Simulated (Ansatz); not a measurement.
Consider the formal loss of a carbene: `OBCO` → `[CH2]` (triplet) + `OBO`.

Gas-phase electronic energies from Ansatz, PBE0-D4/def2-TZVP geometries. CCSD(T)/CBS is the MP2 limit (def2-TZVPP, def2-QZVPP) plus CCSD(T) − MP2 in def2-TZVPP, frozen cores. This one scheme is used for every species. DFT in def2-TZVPP. B3LYP here is the variant with VWN-RPA as its local correlation; programs differ in this. Triplets are unrestricted, without spin–orbit coupling. One conformer a species, not always the lowest.

CCSD(T)/CBS gives +246.6 kJ/mol.

Task: Another level gave +251.7 kJ/mol. Which?
A. B3LYP-D4/def2-TZVPP
B. B2PLYP/def2-TZVPP
C. CCSD/def2-TZVPP
D. ωB97M-V/def2-TZVPP

Result: D. ωB97M-V 251.7, B2PLYP 236.4, B3LYP-D4 242.2, CCSD/def2-TZVPP 223.4 kJ/mol.

Largest T1 diagnostic among the species: 0.013.

In def2-TZVPP, CCSD(T) changes the Hartree–Fock value by +137.4 kJ/mol (the triples alone add +11.0 kJ/mol) and MP2 by +143.3 kJ/mol. The D4 term adds +8.2 kJ/mol with B3LYP and +4.3 kJ/mol with PBE0; it sums over pairs of atoms, weighted by their polarisabilities, and B3LYP, whose exchange is more repulsive, gets the larger term.
